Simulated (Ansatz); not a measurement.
The C3–H4 bond of CH4Cd (SMILES [CH3][CdH]) is stretched (multiplicity 1, the rest rigid).
Geometry at rest (charge 0, multiplicity 1):
```xyz
6

Cd    -0.281    -0.151    -0.041
H     -1.750    -0.942    -0.258
C      1.581     0.851     0.233
H      2.031     0.559     1.183
H      1.433     1.931     0.235
H      2.271     0.595    -0.572
```

Correlated levels freeze the cores.

The values were computed with Ansatz (a quantum-chemistry and plane-wave program) with Gaussian orbitals. Values without a source in brackets are computed. In def2 rows elements past Kr take small-core potentials, without spin–orbit coupling.

FIC-MRCISD+Q on CASSCF(2,2)/def2-TZVPP, total energies (hartree):

| R (Å) | CASSCF | MRCISD | weight c² of the reference |
|---|---|---|---|
| 1.090 | -207.056432 | -207.610504 | 0.89256 |
| 1.908 | -206.957030 | -207.499816 | 0.89239 |
| 3.489 | -206.898528 | -207.434493 | 0.89402 |

Problem. Add the Davidson correction (E_MRCISD − E_CASSCF)(1 − c²)/c² and give the energies above the first point at the three levels.

Solution. 
Corrections (hartree): -0.066697, -0.065454, -0.063536. Above the first point (kcal/mol):
- R = 1.908 Å: CASSCF 62.4, MRCISD 69.5, with the correction 70.2
- R = 3.489 Å: CASSCF 99.1, MRCISD 110.4, with the correction 112.4
